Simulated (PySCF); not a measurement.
HO3S, charge +1. Atoms are numbered in the order given.

```xyz
5

O     -1.3700     0.6100     0.0000
S     -0.1007    -0.0845     0.0000
O      0.2544    -1.4806     0.0000
O      1.1927     0.8151     0.0000
H      0.9939     1.7959     0.0000
```
Charge +1, spin multiplicity 1.

The structure is a stationary point at PBE-D3(BJ)/def2-SVP. The isomer is the one that the SMILES or the coordinates give; other isomers of the formula were not compared.

The numbers are results of ωB97X/def2-TZVPD run with PySCF, not measurements.

Symmetry labels are those of the subgroup Cs that the program uses (full group Cs).

Computed valence orbital energies around the gap with their symmetry:
```json
[
 {"orbital": "HOMO−7", "symmetry": "A'", "energy (eV)": "-26.29"},
 {"orbital": "HOMO−6", "symmetry": "A\"", "energy (eV)": "-25.25"},
 {"orbital": "HOMO−5", "symmetry": "A'", "energy (eV)": "-24.80"},
 {"orbital": "HOMO−4", "symmetry": "A'", "energy (eV)": "-23.31"},
 {"orbital": "HOMO−3", "symmetry": "A'", "energy (eV)": "-21.65"},
 {"orbital": "HOMO−2", "symmetry": "A\"", "energy (eV)": "-21.56"},
 {"orbital": "HOMO−1", "symmetry": "A\"", "energy (eV)": "-20.92"},
 {"orbital": "HOMO", "symmetry": "A'", "energy (eV)": "-20.50"},
 {"orbital": "LUMO", "symmetry": "A'", "energy (eV)": "-8.07"},
 {"orbital": "LUMO+1", "symmetry": "A\"", "energy (eV)": "-8.07"},
 {"orbital": "LUMO+2", "symmetry": "A'", "energy (eV)": "-3.44"},
 {"orbital": "LUMO+3", "symmetry": "A'", "energy (eV)": "-2.53"}
]
```
